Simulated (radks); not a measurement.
Values are calculated unless marked as measured or tabulated.
Task: Ru IV, 41 electrons, occupied as [Kr] 4d4.5 5d0.5 (fractional occupations, a model configuration). Level of theory: Dirac Kohn-Sham, exchange-only B88, spin-unpolarised, spherical densities, point nucleus; open shells are shared between the two j in proportion to 2j + 1 (a radial shooting solver on a logarithmic mesh with Libxc functionals).

Spin-orbit splittings of the eigenvalues, e(l+1/2) - e(l-1/2), with zeta = 2 splitting/(2l+1) and mean radii in bohr:

| shell | occ. | splitting (eV) | zeta (eV) | <r> j=l-1/2 | <r> j=l+1/2 |
|---|---|---|---|---|---|
| 2p | 6 | ? | ? | 0.1236 | 0.1284 |
| 3p | 6 | 22.23 | 14.82 | 0.3956 | 0.4063 |
| 3d | 10 | 4.334 | 1.734 | 0.3820 | 0.3855 |
| 4p | 6 | 3.547 | 2.365 | 1.084 | 1.112 |
| 4d | 4.5 | 0.4314 | 0.1725 | 1.410 | 1.422 |
| 5p | 0 | 0.5099 | 0.3400 | 2.872 | 2.932 |
| 5d | 0.5 | 0.06099 | 0.02440 | 4.031 | 4.050 |

Estimate the 2p splitting.

Result: 131.0 eV (zeta = 87.33 eV).
